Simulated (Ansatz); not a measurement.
Consider the substitution at a C–O bond: `CO[SiH2]O[SiH](O)O` + `C1[SiH2][AsH]1` → `C[As]1C[SiH2]1` + `O[SiH2]O[SiH](O)O`.

Program: Ansatz. Geometries: PBE0-D4/def2-TZVP. ΔE: electronic, gas phase. CCSD(T)/CBS is the MP2 limit (def2-TZVPP, def2-QZVPP) plus CCSD(T) − MP2 in def2-TZVPP, frozen cores. DFT in def2-TZVPP. For As outer-core shells are correlated without core-valence functions, which leaves a few kJ/mol of doubt a bond. Scalar relativity is left out up to krypton. One conformer a species, not always the lowest.

```
             level  ΔE (kJ/mol)  difference from CCSD(T)/CBS
            PBE-D4        -63.0                          3.4
         r2SCAN-D4        -62.8                          3.6
           PBE0-D4        -62.9                          3.5
           ωB97X-V        -58.3                          8.1
              PBE0        -61.6                          4.8
     HF/def2-QZVPP        -46.7                         19.7
    MP2/def2-QZVPP        -74.9                         -8.5
SCS-MP2/def2-QZVPP        -67.5                         -1.1
      HF/CBS(def2)        -46.6                         19.8
    CCSD/CBS(def2)        -64.2                          2.2
       CCSD(T)/CBS        -66.4                            0
```

Largest T1 diagnostic among the species: 0.012.

In def2-TZVPP, CCSD(T) changes the Hartree–Fock value by −17.7 kJ/mol (the triples alone add −2.3 kJ/mol) and MP2 by −27.0 kJ/mol.
